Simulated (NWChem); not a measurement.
System: Si₂NH₇O; SMILES [SiH2](O)[SiH2]N

NWChem input:

```
start job
memory heap 200 mb stack 900 mb global 1100 mb
geometry units angstroms noautosym nocenter noautoz
  N     -0.470526     2.408324     0.024826
  Si     0.610544     1.019386    -0.018991
  Si    -0.529101    -1.057342    -0.002767
  O      0.469370    -2.426111    -0.039913
  H     -1.052981     2.553998    -0.805898
  H     -1.057971     2.505023     0.859208
  H      1.519678     1.105124     1.182948
  H      1.452111     1.136805    -1.263290
  H     -1.395121    -1.169526    -1.227847
  H     -1.461877    -1.065871     1.193633
  H      1.164932    -2.426820     0.640367
end
basis spherical
  * library def2-svp
end
dft
  xc xpbe96 cpbe96
  iterations 150
end
cosmo
  do_cosmo_smd true
  solvent etoac
end
task dft energy
```

Parts of the log:

```
             Northwest Computational Chemistry Package (NWChem) 7.3.0
             --------------------------------------------------------

                             Geometry "geometry" -> ""
                             -------------------------

 Output coordinates in angstroms (scale by  1.889725989 to convert to a.u.)

  No.       Tag          Charge          X              Y              Z
 ---- ---------------- ---------- -------------- -------------- --------------
    1 N                    7.0000    -0.47052600     2.40832400     0.02482600
    2 Si                  14.0000     0.61054400     1.01938600    -0.01899100
    3 Si                  14.0000    -0.52910100    -1.05734200    -0.00276700
    4 O                    8.0000     0.46937000    -2.42611100    -0.03991300
    5 H                    1.0000    -1.05298100     2.55399800    -0.80589800
    6 H                    1.0000    -1.05797100     2.50502300     0.85920800
    7 H                    1.0000     1.51967800     1.10512400     1.18294800
    8 H                    1.0000     1.45211100     1.13680500    -1.26329000
    9 H                    1.0000    -1.39512100    -1.16952600    -1.22784700
   10 H                    1.0000    -1.46187700    -1.06587100     1.19363300
   11 H                    1.0000     1.16493200    -2.42682000     0.64036700

 Effective nuclear repulsion energy (a.u.)     218.1230451216

  pbe96 is a nonlocal functional; adding pw91lda local functional.

                                 NWChem DFT Module
                                 -----------------

 Summary of "ao basis" -> "ao basis" (spherical)
 ------------------------------------------------------------------------------
       Tag                 Description            Shells   Functions and Types
 ---------------- ------------------------------  ------  ---------------------
 N                          def2-svp                 6       14   3s2p1d
 Si                         def2-svp                 8       18   4s3p1d
 O                          def2-svp                 6       14   3s2p1d
 H                          def2-svp                 3        5   2s1p

 in cosmo_initialize ...
 calling solv_data for solv:etoac

[...]

                                COSMO-SMD solvation results
                                ---------------------------

             internal energy in gas <Psi(g)|H|Psi(g)> =      -712.471708816178
         internal energy in solvent <Psi(s)|H|Psi(s)> =      -712.470956391130
                               delta internal energy  =         0.000752425047 (    0.47 kcal/mol)
   total free energy in solvent <Psi(s)|H+V/2|Psi(s)> =      -712.479618950596
 polarization energy contribution <Psi(s)|V/2|Psi(s)> =        -0.008662559466 (   -5.44 kcal/mol)
    total free energy in solvent including G(SMD-CDS) =      -712.479460794020
                       G(SMD-CDS) energy contribution =         0.000158156576 (    0.10 kcal/mol)
     1 M fixed-concentration free energy of solvation =        -0.007751977843 (   -4.86 kcal/mol)

                       DFT Final Molecular Orbital Analysis
                       ------------------------------------

 Vector   23  Occ=2.000000D+00  E=-2.739803D-01
              MO Center= -2.4D-01, -3.8D-01, -1.4D-01, r^2= 5.0D+00
   Bfn.  Coefficient  Atom+Function         Bfn.  Coefficient  Atom+Function
  ----- ------------  ---------------      ----- ------------  ---------------
    85      0.262279   9 H  s                56      0.244673   4 O  pz
    86      0.221584   9 H  s                59      0.165400   4 O  pz
     5     -0.155506   1 N  py               41     -0.142383   3 Si py
    42     -0.142534   3 Si pz               22      0.140201   2 Si px
    55      0.140787   4 O  py               75      0.140720   7 H  s

 Vector   24  Occ=2.000000D+00  E=-2.513173D-01
              MO Center= -8.7D-02, -7.2D-01,  1.4D-01, r^2= 5.4D+00
   Bfn.  Coefficient  Atom+Function         Bfn.  Coefficient  Atom+Function
  ----- ------------  ---------------      ----- ------------  ---------------
    56     -0.307959   4 O  pz               54      0.280692   4 O  px
    59     -0.228097   4 O  pz               91      0.228810  10 H  s
    90      0.225945  10 H  s                57      0.212689   4 O  px
     5     -0.186462   1 N  py                4     -0.166142   1 N  px
    55      0.156692   4 O  py                8      0.148042   1 N  py

 Vector   25  Occ=2.000000D+00  E=-1.962035D-01
              MO Center= -1.5D-01,  1.1D+00,  3.4D-02, r^2= 4.5D+00
   Bfn.  Coefficient  Atom+Function         Bfn.  Coefficient  Atom+Function
  ----- ------------  ---------------      ----- ------------  ---------------
     5      0.369397   1 N  py                8     -0.339725   1 N  py
     4      0.238966   1 N  px               55      0.190555   4 O  py
     7     -0.189106   1 N  px               35     -0.171103   3 Si s
    41     -0.168088   3 Si py               58      0.158628   4 O  py
    23      0.150778   2 Si py               43     -0.151393   3 Si px

 Vector   26  Occ=0.000000D+00  E=-3.918742D-02
              MO Center=  2.0D-02, -1.7D-01,  7.1D-02, r^2= 5.0D+00
   Bfn.  Coefficient  Atom+Function         Bfn.  Coefficient  Atom+Function
  ----- ------------  ---------------      ----- ------------  ---------------
    44     -0.562930   3 Si py                3      0.542735   1 N  s
    26     -0.515296   2 Si py               53     -0.443544   4 O  s
    25      0.331660   2 Si px               43      0.299807   3 Si px
    96      0.240124  11 H  s                76     -0.201666   7 H  s
    18      0.187091   2 Si s                 8     -0.174886   1 N  py

[...]
```

Level: PBE/def2-SVP, SMD on the gas-phase geometry. All runs use the structure optimised with PBE-D3(BJ)/def2-SVP. Solvent: ethyl acetate.
